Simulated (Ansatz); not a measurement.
Ansatz (a program for electronic structure) input (RI-MP2/def2-QZVPPD):
A basis named .json is the Basis Set Exchange file of that set.

Ansatz 0.2 input:
```yaml
crystal:
  periodic: [false, false, false]
  atoms:
    - {symbol: Be, position_ang: [-0.90991514, -0.52635867, -0.69382244]}
    - {symbol: C, position_ang: [0.30786388, 0.17809004, 0.23475032]}
    - {symbol: H, position_ang: [0.86726306, -0.57499595, 0.80022571]}
    - {symbol: H, position_ang: [-0.10131557, 0.89286335, 0.95689965]}
    - {symbol: H, position_ang: [1.02652982, 0.71902706, -0.39033749]}
basis:
  gaussian:
    orbitals: def2-QZVPPD.json
    fitting: {mean_field: def2-universal-jkfit, correlation: def2-QZVPPD-RIFIT.json}
total_charge: -1
magnetization: {spin_polarized: false}
correlation: {method: mp2, electrons: outside_noble_gas}
```

Output:

```
Functional definition: HF
integrals: 0.10 GiB planned
180 factors; integrals over basis functions are off by at most 5.7e0 eV
mean field: 0.28 GiB planned
mean field evaluation 1: about -1473.6942 eV, gradient 1.4e1 eV
mean field evaluation 2: about -1474.6905 eV, gradient 4.5e0 eV
mean field evaluation 4: about -1474.8537 eV, gradient 4.9e-1 eV
mean field evaluation 8: about -1474.8567 eV, gradient 1.2e-6 eV
mean field -1474.85666830 eV, -54.1999828662 hartree, gradient 1.2e-6 eV, S^2 0.000000; 0 other end points of the search recorded, 0 dependent functions left out; unrestricted orbitals would lower it
2 core orbitals not correlated
453 factors; their error is unknown
reference -1474.85666830 eV, -54.1999828662 hartree; 5, 5 occupied and 191, 191 virtual orbitals, 453 factors
second order -6.84262290 eV of doubles, -0.00000000 eV of singles
Total energy: -1481.69929120 eV, -54.4514446198 hartree
```

This state (charge -1, singlet) is run at the relaxed geometry of the species with charge 0 and multiplicity 2.
